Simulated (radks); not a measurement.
Q: The table gives one normalised radial function P(r) = r R(r) of Re2+ in [Xe] 4f14 5d5 (r in bohr). Method: scalar-relativistic Kohn-Sham, exchange-only r2SCAN, spin-polarised, spherical densities, finite nucleus; open shells are filled with parallel spins first (spin-orbit coupling, left out, can overturn this in heavy ions); meta-GGA in the generalised Kohn-Sham scheme; Fermi nuclear charge, rms radius 5.3698 fm; computed with a radial shooting solver on a logarithmic mesh with Libxc functionals.

r          P
0.0006683   0.0499
0.0008914   0.0624
0.001198    0.0779
0.001598    0.0957
0.002132    0.1161
0.002843    0.1385
0.003823    0.1619
0.005099    0.1819
0.006801    0.1941
0.009071    0.1910
0.01219     0.1616
0.01627     0.0975
0.02169    -0.0058
0.02893    -0.1373
0.0389     -0.2617
0.05189    -0.3020
0.0692     -0.1894
0.0923      0.0823
0.1241      0.3755
0.1655      0.3980
0.2208      0.0109
0.2944     -0.5106
0.3958     -0.5772
0.528       0.0444
0.7042      0.8455
0.9392      1.1744
1.263       0.8964
1.684       0.4310
2.246       0.1277
2.996       0.0213
4.028       0.0016
5.372       0.0001

Which n and l does it have? It may be an empty orbital.

A: n = 5, l = 0: the number of nodes gives n - l - 1 = 4, the rise at small r (about r^(l+1), flatter next to the nucleus through relativity) gives l, and the extent must fit the shell. The curve is that of 5s down; the table hardly tells the two spins apart. 5s down: eigenvalue -100.69 eV, 4 radial nodes at r = 0.0214, 0.0855, 0.222, 0.520 bohr, <r> = 1.03 bohr, 90 % of the charge inside 1.48 bohr.
